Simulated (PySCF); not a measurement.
PySCF 2.14 output of an unrestricted MN15 calculation on a single atom or ion in def2-TZVP (6s4p4d1f, 45 functions), with the non-relativistic Hamiltonian (point nucleus):

```
SCF conv_tol = 1e-09
number electrons alpha = 11  beta = 9
    H. S. Yu, X. He, S. L. Li, and D. G. Truhlar.,  Chem. Sci. 7, 5032-5051 (2016)
    H. S. Yu, X. He, S. L. Li, and D. G. Truhlar.,  Chem. Sci. 7, 5032-5051 (2016)
cycle= 1 E= -848.576204493234  delta_E= -0.0126  |g|= 0.022  |ddm|= 0.177
cycle= 2 E= -848.57637023871  delta_E= -0.000166  |g|= 0.0145  |ddm|= 0.0256
cycle= 3 E= -848.576424052159  delta_E= -5.38e-05  |g|= 0.000833  |ddm|= 0.00984
cycle= 4 E= -848.576424696343  delta_E= -6.44e-07  |g|= 0.000117  |ddm|= 0.0011
cycle= 5 E= -848.576424704773  delta_E= -8.43e-09  |g|= 9.82e-06  |ddm|= 0.000133
cycle= 6 E= -848.576424704805  delta_E= -3.12e-11  |g|= 9.78e-08  |ddm|= 8.93e-06
converged SCF energy = -848.576424704805  <S^2> = 2.0002218  2S+1 = 3.0001479
```

The run itself started from symmetry-adapted Hartree-Fock orbitals and held the occupation by maximum overlap, on a logarithmic radial grid, so the iterations belong to that start.

Which element, charge and spin multiplicity is this?

Ti(2+) (titanium, charge +2), multiplicity 3; the state was [Ar] 3d2, high-spin 3F determinant.
